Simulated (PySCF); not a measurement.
Cartesian coordinates in Å; atom numbers follow the order of the lines, from 1:
```xyz
9

Al   -0.855    0.314    1.500
H    -1.633    0.599    2.833
O    -0.142   -1.203    1.138
Al    0.726   -1.598   -0.288
H     1.375   -3.006   -0.532
O     0.826   -0.313   -1.420
Al    0.173    1.260   -1.221
H     0.305    2.387   -2.306
O    -0.642    1.491    0.270
```

Geometry: PBE0-D3(BJ)/def2-SVP; GIAO shifts from PySCF, gas phase, non-relativistic, averaged over equivalent atoms.

At B3LYP/pcSseg-1 (pcSseg-2 on Al) (195 basis functions, 17 s wall time on 1 thread of an Arm Neoverse V1, shared host):
```
      atoms  δ (ppm)
Al1/Al4/Al7    143.3
   H2/H5/H8     4.24
   O3/O6/O9    140.9
```

Chemical shifts δ = σref − σ; ²⁷Al (σref 571.15) against [Al(H2O)6]3+; ¹H (σref 31.38) against TMS; ¹⁷O (σref 334.04) against H2O, all at this level.

Estimate the result of repeating the calculation with PBE0/pcSseg-1 (pcSseg-2 on Al).

## Answers


```tsv
atoms	δ at PBE0/pcSseg-1 (pcSseg-2 on Al)	change
Al1/Al4/Al7	141.3	-2.0
H2/H5/H8	4.30	+0.06
O3/O6/O9	134.8	-6.1
```

Referencing at the same level of theory: [Al(H2O)6]3+ for ²⁷Al (σref 576.18); TMS for ¹H (σref 31.27); H2O for ¹⁷O (σref 334.56).

The largest change is at O3/O6/O9 (oxygen bonded to 2 Al). Cost: 195 basis functions, 25 s wall time on 1 thread of an Arm Neoverse V1, shared host.

Experimental scales use liquid or dissolved standards, which lie at an offset from isolated H2O (liquid H2O: subtract about 36 ppm).
